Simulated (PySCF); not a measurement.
## 4-fluoro-N-methylaniline: 4 charge schemes on one density

4-fluoro-N-methylaniline, C₇H₈FN.
Geometry (GFN2-xTB, Å), atoms numbered from 1 in this order:
```
atom  x, y, z in Å
C1     2.6447    0.0609   -0.0820
N2     1.5271   -0.8108    0.1808
C3     0.2355   -0.3494    0.2813
C4    -0.0641    1.0036    0.4626
C5    -1.3716    1.4210    0.6234
C6    -2.3889    0.4873    0.5993
F7    -3.6721    0.8984    0.7519
C8    -2.1271   -0.8588    0.4175
C9    -0.8205   -1.2688    0.2583
H10    2.7625    0.7689    0.7398
H11    2.5309    0.6249   -1.0163
H12    3.5496   -0.5394   -0.1450
H13    1.6108   -1.7442   -0.1911
H14    0.7245    1.7377    0.4806
H15   -1.6056    2.4646    0.7631
H16   -2.9409   -1.5664    0.3999
H17   -0.6020   -2.3174    0.1155
```

Density: PBE0/pcSseg-1 (PySCF); schemes: Mulliken, IAO, Hirshfeld and ESP-fitted. The structure is a single GFN2-xTB conformer in the gas phase; no vibrational or solvent corrections.

Q: What partial charge does each atom carry?

A: In e:

| atom | environment | Mulliken | IAO | Hirshfeld | ESP-fitted |
| --- | --- | --- | --- | --- | --- |
| C1 | N-methyl carbon | -0.090 | -0.307 | -0.062 | -0.145 |
| N2 | aniline-type nitrogen | -0.546 | -0.340 | -0.126 | -0.550 |
| C3 | aromatic carbon bearing nitrogen | +0.158 | +0.109 | +0.045 | +0.356 |
| C4 | aromatic CH carbon | -0.099 | -0.206 | -0.075 | -0.195 |
| C5 | aromatic CH carbon | -0.130 | -0.180 | -0.069 | -0.330 |
| C6 | aromatic C–F carbon | +0.309 | +0.260 | +0.066 | +0.299 |
| F7 | aryl fluorine | -0.299 | -0.283 | -0.102 | -0.213 |
| C8 | aromatic CH carbon | -0.136 | -0.182 | -0.068 | -0.187 |
| C9 | aromatic CH carbon | -0.083 | -0.191 | -0.072 | -0.385 |
| H10 | methyl hydrogen | +0.123 | +0.146 | +0.046 | +0.098 |
| H11 | methyl hydrogen | +0.109 | +0.127 | +0.036 | +0.074 |
| H12 | methyl hydrogen | +0.121 | +0.156 | +0.055 | +0.114 |
| H13 | N–H hydrogen | +0.180 | +0.260 | +0.126 | +0.347 |
| H14 | aromatic hydrogen | +0.093 | +0.150 | +0.044 | +0.156 |
| H15 | aromatic hydrogen | +0.101 | +0.167 | +0.055 | +0.204 |
| H16 | aromatic hydrogen | +0.102 | +0.168 | +0.056 | +0.176 |
| H17 | aromatic hydrogen | +0.088 | +0.146 | +0.046 | +0.182 |

Mean size of the charges over all atoms: ESP-fitted 0.236 e, IAO 0.199 e, Mulliken 0.163 e, Hirshfeld 0.067 e. Each set sums to the total charge, 0, to within 0.001 e. The IAO scheme counts the electrons in orthogonalised intrinsic atomic orbitals, a minimal basis polarised so that it spans the occupied orbitals exactly. The ESP scheme is a least-squares fit of atom-centred charges to the potential on four shells outside the van der Waals surface, with the total charge fixed.

Lowest charge. All schemes agree: Mulliken N2 (-0.546); IAO N2 (-0.340); Hirshfeld N2 (-0.126); ESP-fitted N2 (-0.550).

Highest charge. The schemes don't all agree: Mulliken C6 (+0.309); IAO C6 and H13 (+0.260); Hirshfeld H13 (+0.126); ESP-fitted C3 (+0.356).

Q: How closely do the schemes follow one another over all atoms?

A: Correlation coefficient and root-mean-square difference: IAO with Hirshfeld 0.98, 0.140 e; Hirshfeld with ESP-fitted 0.94, 0.199 e; IAO with ESP-fitted 0.91, 0.113 e; Mulliken with Hirshfeld 0.90, 0.138 e; Mulliken with ESP-fitted 0.90, 0.122 e; Mulliken with IAO 0.90, 0.093 e.

Q: Sum the charges by element, for elements with more than one atom.

A: 
| element | atoms | Mulliken | IAO | Hirshfeld | ESP-fitted |
| --- | --- | --- | --- | --- | --- |
| C | 7 | -0.072 | -0.699 | -0.235 | -0.586 |
| H | 8 | +0.917 | +1.321 | +0.462 | +1.351 |

The run behind these numbers computed NMR shieldings as well. The run took 15 s of wall time on AMD EPYC 9R45, one thread (shared host), and the process peaked at 0.85 GiB of memory.
